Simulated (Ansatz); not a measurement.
## Worked example: C4H9N + SiH(OH)2(SiH3) → C3H9NSi + SiH(CH3)(OH)2

Gas-phase species: C4H9N `C=CN(C)C`, singlet; SiH(OH)2(SiH3), singlet; C3H9NSi `C=CN(C)[SiH3]`, singlet; SiH(CH3)(OH)2, singlet. The partners trade CH3 for SiH3: N–CH3 and Si–SiH3 bonds give way to N–SiH3 and Si–CH3.

Shapes, held fixed at every level: PBE0-D4/def2-TZVP. Flexible molecules stand in one conformer, not always the lowest. Programs: Ansatz 0.2.0. The zero-point and thermal change to 298 K, harmonic and unscaled (PBE0-D4/def2-TZVP), is -2.6 kJ/mol.

At CCSD(T)/CBS estimate; 1 Eh = 2625.50 kJ/mol:

| species | energy (Eh) |
| --- | --- |
| C4H9N | -212.294121 |
| SiH(OH)2(SiH3) | -732.205579 |
| C3H9NSi | -463.340090 |
| SiH(CH3)(OH)2 | -481.210218 |

Q: Work out ΔH(298 K) of the reaction at this level.

A: 
1. Products less reactants: (-463.340090) + (-481.210218) − [(-212.294121) + (-732.205579)] = -0.050608 Eh = -132.9 kJ/mol.
2. With the thermal change: -132.9 + (-2.6) = -135.5 kJ/mol.

Other levels give -136.4 (BHLYP-D4/def2-TZVPP) to -110.7 kJ/mol (PBE-D4/def2-TZVPP). No measured value is set beside it here. The CBS estimate extrapolates MP2 from def2-TZVPP and def2-QZVPP and adds CCSD(T) − MP2 in the triple-zeta set, cores frozen. The median of the other correlated levels is -118.6 kJ/mol.
